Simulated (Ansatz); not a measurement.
Species: H3GaS2, SMILES `[SH][GaH][SH]` (H–S–Ga–S torsion 0°, S–Ga–S–H torsion 0°) (charge 0, multiplicity 1).

**Question.** Give a relaxed geometry from B3LYP-D3(BJ)/def2-TZVP (Ansatz, a quantum-chemistry and plane-wave program).

**Answer.** This is not unique; one that fits is the end point of this relaxation, one of several conformers (outside a Z-matrix the atoms follow the SMILES, hydrogens last).
Bonds (Å): S1–Ga2 2.214, S1–H4 1.344, Ga2–S3 2.214, Ga2–H5 1.555, S3–H6 1.344. Angles (°): Ga2–S1–H4 95.5, S1–Ga2–S3 120.4, S1–Ga2–H5 119.8, S3–Ga2–H5 119.8, Ga2–S3–H6 95.5.
